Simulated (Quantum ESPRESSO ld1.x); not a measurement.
The run below uses ld1.x (Quantum ESPRESSO 7.5).

```
 &input
    atom='S',
    iswitch=1,
    rel=1,
    lsd=1,
    dft='PZ',
    config='[Ne]',
    verbosity='high',
    prefix='ld1',
    max_out_wfc=37,
    file_charge='ld1.rho',
 /
```

Command: `OMP_NUM_THREADS=1 ld1.x < ld1.in > ld1.out`

Output (excerpt):

```
     Program LD1 v.7.5 starts

     --------------------------- All-electron run ----------------------------

     scalar relativistic calculation

     atomic number is 16.00
     dft =PZ   lsd =1 sic =0 latt =0  beta=0.20 tr2=1.0E-14
     Exchange-correlation= PZ
                           (   1   1   0   0   0   0   0)
     mesh =1923 r(mesh) =  99.82426 a.u. xmin = -8.00 dx = 0.00800
     1 Ry =  13.60569312 eV, c = 137.03599908

     n l     nl                  e(Ry)          e(Ha)          e(eV)
     1 0     1S 1( 1.00)    -184.039872996     -92.019936498  -2503.9900344
     2 0     2S 1( 1.00)     -22.918287011     -11.459143506   -311.8191800
     2 1     2P 1( 3.00)     -18.967463915      -9.483731958   -258.0654934
     1 0     1S 2( 1.00)    -184.039872996     -92.019936498  -2503.9900344
     2 0     2S 2( 1.00)     -22.918287011     -11.459143506   -311.8191800
     2 1     2P 2( 3.00)     -18.967463915      -9.483731958   -258.0654934

     final scf error:  8.8E-15 reached in  17 iterations

     Etot =    -775.320783 Ry,    -387.660391 Ha,  -10548.776641 eV
     Total magnetization:    0.00 Bohr mag.

     Ekin =     778.015497 Ry,     389.007748 Ha,   10585.440092 eV
     Encl =   -1771.535422 Ry,    -885.767711 Ha,  -24102.967303 eV
     Eh   =     261.648553 Ry,     130.824276 Ha,    3559.909914 eV
     Exc  =     -43.449410 Ry,     -21.724705 Ha,    -591.159343 eV
```

Run on one thread of a shared host, so times are rough (Intel(R) Xeon(R) Processor @ 2.60GHz): 0.55 s of CPU time, 0.63 s wall, 17 iterations on 1923 mesh points.
